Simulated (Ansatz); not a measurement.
Two members of one family (Series GeH2MeX), computed with Ansatz in the gas phase. The two geometries come from different levels. Binding counts from free atoms in the multiplicity of their measured ground term, without zero-point energy. A dash marks a value that wasn't run or was left out as unsound. The structures are stationary points that may keep the symmetry of their start. Remarks come from the PBE and PBE0 runs and from stability tests at other levels; not every state was tested. HOMO above LUMO (over both spins in singlets and doublets, within one spin in higher multiplets; at PBE or PBE0), or a gap under 0.15 eV within one spin, warns that the state may not be the lowest or that an electron is smeared out.

First: GeH2MeCl (singlet, charge 0, B3LYP-D4/def2-TZVP geometry).

```xyz
8

Ge    0.2126    0.4557    0.7335
H     0.1905    1.9861    0.5945
H     1.4841   -0.0105    1.4614
C    -0.0671   -0.4628   -0.9663
H     0.7284   -0.1989   -1.6653
H    -1.0263   -0.1686   -1.3897
H    -0.0618   -1.5410   -0.8102
Cl   -1.4604   -0.0601    2.0420
```

```json
{"level": "PBE-D4/def2-SVP", "HOMO (eV)": "-6.89", "LUMO (eV)": "-0.61", "gap (eV)": "6.28", "vertical IE (eV)": "–", "binding per atom (eV)": "3.31"}
{"level": "PBE-D4/def2-TZVP", "HOMO (eV)": "-7.12", "LUMO (eV)": "-0.90", "gap (eV)": "6.22", "vertical IE (eV)": "10.34", "binding per atom (eV)": "3.31"}
{"level": "r2SCAN-D4/def2-TZVP", "HOMO (eV)": "-7.47", "LUMO (eV)": "-0.58", "gap (eV)": "6.89", "vertical IE (eV)": "10.52", "binding per atom (eV)": "3.31"}
{"level": "PBE0-D4/def2-SVP", "HOMO (eV)": "-8.31", "LUMO (eV)": "0.30", "gap (eV)": "8.61", "vertical IE (eV)": "–", "binding per atom (eV)": "3.29"}
{"level": "PBE0-D4/def2-TZVP", "HOMO (eV)": "-8.48", "LUMO (eV)": "0.04", "gap (eV)": "8.52", "vertical IE (eV)": "10.68", "binding per atom (eV)": "3.29"}
```

Remarks: gap within one spin near zero at PBE or PBE0 (+1 doublet).

Second: GeH2MeBr (singlet, charge 0, PBE0-D4/def2-SVP geometry).

```xyz
8

Ge   -0.5763    0.0496    0.6664
H    -1.8389    0.8842    0.3967
H     0.0194    0.3955    2.0406
C     0.7264    0.1885   -0.7656
H     1.0499    1.2348   -0.8780
H     0.2822   -0.1529   -1.7111
H     1.6032   -0.4348   -0.5388
Br   -1.2658   -2.1649    0.7897
```

Task: Estimate the same table for the second.

Result: 
```csv
level,HOMO (eV),LUMO (eV),gap (eV),vertical IE (eV),binding per atom (eV)
PBE-D4/def2-SVP,-6.60,-0.92,5.68,–,3.25
PBE-D4/def2-TZVP,-6.79,-1.17,5.62,9.97,3.25
r2SCAN-D4/def2-TZVP,-7.12,-0.87,6.24,10.15,3.25
PBE0-D4/def2-SVP,-7.92,-0.03,7.89,–,3.24
PBE0-D4/def2-TZVP,-8.06,-0.26,7.80,10.25,3.23
```

Remarks: gap within one spin near zero at PBE or PBE0 (+1 doublet).
